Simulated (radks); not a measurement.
The numbers below are computed, except where a source is named.
P3+, 12 electrons, occupied as [He] 2s2 2p5.5 3s2 3d0.5 (fractional occupations, a model configuration). Level of theory: non-relativistic Kohn-Sham, Wu-Cohen GGA, spin-unpolarised, spherical densities, point nucleus (a radial shooting solver on a logarithmic mesh with Libxc functionals).

Normalised radial functions P(r) = r R(r), r in bohr:

```
   r/bohr * 2s, o 2p, + 3s (the largest magnitude, 1.45, reaches the edge; | marks zero, & curves that meet)
  0.01219                             o +   *
   0.0179                             |o +    *
  0.02649                             |o  +     *
  0.03889                             | o +       *
  0.05709                             |   &        *
  0.08449                             |   +   o *
    0.124                             |+  *        o
   0.1836                     *    +  |                  o
   0.2695         *            +      |                        o
   0.3989  *                  +       |                         o
   0.5856      *                    + |                   o
   0.8667                 *           |       +  o
    1.272                          *  |   o           +
    1.883                             *o            +
    2.765                             &     +
    4.091                             &+
    6.007                             &
     8.89                             &
```

2s: eigenvalue -223.12 eV, 1 radial node at r = 0.142 bohr, <r> = 0.514 bohr, 90 % of the charge inside 0.805 bohr. 2p: eigenvalue -175.78 eV, 0 radial nodes, <r> = 0.474 bohr, 90 % of the charge inside 0.789 bohr. 3s: eigenvalue -48.417 eV, 2 radial nodes at r = 0.139, 0.640 bohr, <r> = 1.62 bohr, 90 % of the charge inside 2.39 bohr.
